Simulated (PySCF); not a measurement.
Pd(2+): excitation energy

Pd(2+) [Kr] 4d8 (3F) → Pd(2+) [Kr] 4d7 5s1 (5F), as a difference of total energies. Computed with PySCF 2.14 in def2-QZVPPD with the def2 core potential (28 electrons), with scalar relativity through the core potential. Correlated levels: valence: 4s2 4p6 frozen. The calculations carry no spin-orbit coupling.

```csv
method,excitation energy (eV)
UHF,6.021
MP2 (valence),6.762
SCS-MP2 (valence),7.108
CCSD (valence),6.649
CCSD(T) (valence),6.677
```

Task: How much does correlation contribute at CCSD(T) (valence)?

Result: 6.677 − (6.021) = 0.656 eV, measured against UHF.
